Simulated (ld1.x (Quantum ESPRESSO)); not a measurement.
## Cu (Z = 29): one change to a PAW potential, before and after

copper, PAW, made with ld1.x (Quantum ESPRESSO) 7.5 (PBE, non-relativistic). Core [Ne], reference 3s2 3p6 3d10 4s1 4p0. Waves: 3s (bound): rcut 1.00, rcutus 1.20 bohr; 4s (bound): rcut 1.00, rcutus 1.20 bohr; 3p (bound): rcut 1.05, rcutus 1.25 bohr; 4p (bound, empty): rcut 1.05, rcutus 1.25 bohr; 3d (bound): rcut 1.10, rcutus 1.50 bohr; 3d channel at 1.75 Ry: rcut 1.10, rcutus 1.50 bohr. Local part: all-electron potential smoothed inside 1.15 bohr (lloc = -1). Core correction: Bessel-smoothed model core, default radius (core density twice the valence density). Augmentation charge: PSQ, inside the norm-conserving radii.

All-electron outer shells of the reference configuration (PBE, non-relativistic, ld1.x):

| shell | level (eV) | outermost node (bohr) | outermost maximum (bohr) |
| --- | --- | --- | --- |
| 2p | -911.62 | – | 0.16 |
| 3s | -110.95 | 0.29 | 0.62 |
| 3p | -71.10 | 0.26 | 0.63 |
| 3d | -5.21 | – | 0.60 |
| 4s | -4.44 | 0.90 | 2.33 |
| 4p | -0.71 | 0.98 | 3.70 |

Change: scalar-relativistic.

Cutoffs: the cutoffs (Ry, on a coarse ladder) from which the occupation-weighted sum of valence levels, in a spherical-Bessel basis at the reference potential, stays within 10 and 1 mRy of its value at 400 Ry; they do not see the model core or the augmentation charge, which bear on the density cutoff. Errors are all-electron minus pseudo energies relative to the spin-unpolarised reference configuration.

**Question.** What does the change do?

**Answer.** The potential gets neither clearly harder nor softer (70 Ry and 120 Ry → 70 Ry and 120 Ry); of the 6 tests that both files solve, the error grows in 3 and shrinks in 2 by more than 15 % and 0.3 meV (median size 0.9 → 1.2 meV); neither file shows a bound ghost at the reference potential, the only one tested.

```csv
quantity,base,changed
"cutoff, loose",70 Ry,70 Ry
"cutoff, tight",120 Ry,120 Ry
bound ghosts,none,none
"tests counted (converged, no solver errors)",6 of 7,6 of 7
"error for 3s2 3p6 3d10 4s0 4p0, meV [ΔE 7.91 → 8.15 eV]",-0.7,-1.8
"error for 3s2 3p6 3d9 4s0 4p0, meV [ΔE 29.40 → 29.48 eV]",+3.1,+0.7
"error for 3s2 3p6 3d8 4s0 4p0, meV [ΔE 68.69 → 68.50 eV]",+0.2,-3.5
"error for 3s2 3p6 3d9 4s1 4p1, meV [ΔE 7.05 → 6.81 eV]",+0.4,+0.3
"error for 3s2 3p6 3d9 4s1 4p0, meV [ΔE 11.81 → 11.58 eV]",+1.0,+0.5
"error for 3s1 3p6 3d10 4s1 4p0, meV [ΔE 118.53 → 122.23 eV]",-2.9,-33
s: phases at 1.65 bohr within 0.05 rad from the reference energy up to (Ry; the scan ends near 5),to the end of the scan,to the end of the scan
p: phases at 1.65 bohr within 0.05 rad from the reference energy up to (Ry; the scan ends near 5),2.7,2.7
d: phases at 1.65 bohr within 0.05 rad from the reference energy up to (Ry; the scan ends near 5),4.8,4.8
lowest overlap eigenvalue by channel,"s 0.03, p 0.11, d 0.26","s 0.02, p 0.11, d 0.26"
```

Base: Tests not counted: 3s2 3p6 3d7 4s0 4p0 (solver errors, printed error -3155 eV). Changed file: Tests not counted: 3s2 3p6 3d7 4s0 4p0 (solver errors, printed error -3161 eV).
